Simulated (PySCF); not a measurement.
**Vertical excitation energies**

Species: Cl2Ga2H6SSi.
SMILES: `[SiH3][S][GaH-]1[Cl+][GaH2-][Cl+]1`

Theory: TDDFT CAM-B3LYP/def2-SVPD, vertical, gas phase, core orbitals frozen in the response (PySCF 2.14.0, density-fitted response routines). Geometry: PBE0-D3(BJ)/def2-SVP, one conformer, isolated molecule. The CAM-B3LYP/def2-SVPD calculation is non-relativistic and has no spin–orbit coupling, an omission that weighs most on gallium. Torsions of this conformer, `[SiH3:1][S:2][GaH-:3]1[Cl+:4][GaH2-:5][Cl+:6]1`: Si1–S2–Ga3–Cl4 -178°.

What does the calculation give for the low-lying excited states?

```csv
state,E (eV),ν̃ (cm⁻¹),f,"main configurations (H = HOMO, L = LUMO)"
S1,5.65,45550,0.014,"H→L (73%), H→L+6 (8%)"
S2,5.78,46620,0.020,"H→L+1 (50%), H→L+2 (36%)"
S3,6.25,50440,0.011,"H→L+4 (33%), H→L+2 (23%), H→L+5 (18%)"
S4,6.54,52710,0.0008,"H-1→L (74%), H-2→L (14%)"
S5,6.60,53240,0.017,"H→L+5 (38%), H→L+1 (16%), H→L+3 (10%)"
S6,6.93,55860,0.0076,"H-1→L+1 (42%), H-2→L (26%)"
S7,6.99,56380,0.0036,"H-2→L (27%), H-1→L+1 (15%), H→L+3 (9%)"
S8,7.09,57170,0.033,"H→L+3 (24%), H-1→L+1 (12%), H→L+4 (11%)"
S9,7.23,58320,0.094,"H-1→L+2 (24%), H→L+6 (15%), H→L+4 (14%)"
S10,7.26,58570,0.098,"H-1→L+2 (30%), H→L+6 (19%), H-2→L+1 (15%)"
```

Triplets (Tamm–Dancoff): T1 5.33 eV, H→L+2 (40%), H→L+1 (34%), H→L (11%); T2 5.51 eV, H→L (64%), H→L+6 (14%), H→L+1 (8%); T3 5.93 eV, H→L+5 (31%), H→L+4 (30%), H→L+2 (9%); T4 6.16 eV, H-1→L (32%), H-1→L+1 (25%), H-1→L+2 (17%).

The lowest singlet comes at 220 nm (545 kJ/mol) in the ultraviolet; it is weak; its leading configuration is HOMO→LUMO (73%). The strongest level in the table is S10 at 7.26 eV (171 nm, f = 0.098). It is the last of those listed, so stronger ones may follow. Löwdin shares by element: HOMO sulfur 72%, silicon 11%, gallium 7% or more; LUMO gallium 43%, chlorine 26% (atoms not listed hold the other 30%). The listed states span 1.61 eV, and the widest gap between neighbours is 0.47 eV (S2 to S3). The oscillator strengths of these states sum to 0.299; summed over the whole spectrum of an exact calculation they would give the number of electrons, 132 (Thomas–Reiche–Kuhn). Orbital energies (eV): HOMO-3 -10.81, HOMO-2 -10.34, HOMO-1 -9.79, HOMO -8.76, LUMO -0.29, LUMO+1 0.07, LUMO+2 0.39. No computed singlet lies in the visible range (380 to 750 nm); the lowest, at 220 nm, stands 2.39 eV above its violet end (3.26 eV). All these states lie below the vertical ionisation energy of 9.42 eV (ΔSCF). The window holds the lowest 10 singlets.
